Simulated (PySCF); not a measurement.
Question: What does the PBE/cc-pVDZ structure of `O=CC1=C[SiH2]C=C1` look like in three dimensions?

Answer: 
```xyz
13
C5H6OSi angstrom
O      2.9228    1.2174    0.0634
C      2.3010    0.1800   -0.1276
C      0.8206    0.0782   -0.0851
C      0.1555   -1.0987   -0.3012
Si    -1.6940   -0.7162   -0.1390
C     -1.3579    1.1075    0.2228
C     -0.0091    1.2800    0.2004
H      2.8269   -0.7949   -0.3547
H      0.6903   -2.0356   -0.5190
H     -2.4665   -0.9773   -1.4107
H     -2.3556   -1.4714    0.9899
H     -2.0577    1.9306    0.4242
H      0.5084    2.2363    0.3768
```

Orientation and origin are arbitrary. Atoms count from 1 in this order. The 4 C–C bonds span 1.360 Å (C6=C7, drawn double) to 1.488 Å (C3–C7, drawn single), a spread of 0.128 Å. The 5-membered ring C3–C4–Si5–C6–C7 has internal angles of 92.2° to 117.0°; it is planar, 0.00 Å rms from its mean plane, widest ring torsion 0°. The 7 heavy atoms lie in one plane (0.001 Å rms). Of the pairs four or more bonds apart, O1···H13 is among the closest relative to their van der Waals radii: 2.64 Å, 97 % of the sum of Bondi's values.

Bonds between heavy atoms (Å): O1=C2 1.225, C2–C3 1.484, C3=C4 1.369, C4–Si5 1.896, Si5–C6 1.889, C6=C7 1.360, C3–C7 1.488.

Computed, not measured: PBE/cc-pVDZ geometry optimisation, gas phase (PySCF).

Point group: Cs (every atom within 0.08 Å of its image). PBE/cc-pVDZ frequencies: not computed here. The numbers are those of one conformer (O1–C2–C3–C4 180°).
